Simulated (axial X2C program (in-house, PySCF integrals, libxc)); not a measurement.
# Bond lengths and stretching modes, held linear, of NGeN⁺

Computed with an in-house all-electron X2C program for linear molecules (integrals from PySCF): two-component X2C with atomic mean-field Coulomb and Gaunt terms, Gaussian nuclei, basis N dyall-av3z, Ge dyall-v3z with contracted cores. Spin-free rows use the one-electron spin-free X2C Hamiltonian.

Masses N 14.003, Ge 73.921, N 14.003 u. States: 2c Ω = 5/2 (beyond evenly filled blocks: ω = -1/2, 2 × ω = 3/2); spin-free M_S = 3/2, Λ = 1 (beyond evenly filled blocks: 2 × π+α, π+β, 2 × π-α).

PBE0, spin-free: energies above the lowest point

```
r(N–Ge) (Å)  r(Ge–N) (Å)  E (meV)
     1.7452       1.7452    42.88
     1.7452       1.7900    15.33
     1.7452       1.8347    20.95
     1.7900       1.7452    15.33
     1.7900       1.7900     0.00
     1.7900       1.8347    17.08
     1.7900       1.8795    58.01
     1.8347       1.7452    20.95
     1.8347       1.7900    17.08
     1.8347       1.8347    45.25
     1.8795       1.7900    58.01
     1.8795       1.8795   157.94
```

Q: Fit a quadratic surface with cubic terms in each bond: where is the minimum, and what are the two stretching wavenumbers?

A: At PBE0, spin-free: bonds 1.788 and 1.788 Å; harmonic stretches 537.4 and 650.0 cm⁻¹; force constants 2.61, 2.61 and coupling 0.88 mdyn/Å.

The other levels and Hamiltonians give:

```json
{"Hamiltonian": "2c", "level": "PBE0", "r(N–Ge) (Å)": "1.788", "r(Ge–N) (Å)": "1.788", "lower stretch (cm⁻¹)": "545.1", "upper stretch (cm⁻¹)": "649.0"}
{"Hamiltonian": "2c", "level": "LDA", "r(N–Ge) (Å)": "1.783", "r(Ge–N) (Å)": "1.783", "lower stretch (cm⁻¹)": "629.4", "upper stretch (cm⁻¹)": "662.4"}
{"Hamiltonian": "spin-free", "level": "LDA", "r(N–Ge) (Å)": "1.783", "r(Ge–N) (Å)": "1.783", "lower stretch (cm⁻¹)": "628.4", "upper stretch (cm⁻¹)": "662.7"}
```

Each state is one determinant, the lowest of a limited PBE0 search; the stretches come from a fit to these few points and carry an uncertainty of a few per cent. Other orders of the atoms were not compared. Left out for rough or failed fits: HF 2c, MP2 2c, HF spin-free, MP2 spin-free. The molecule was held linear; bending was not examined, so a bent shape may lie lower. Note: functional without a current term on a determinant with orbital currents, of the molecule or an atom. Note: several unpaired electrons, one determinant need not be a pure state.
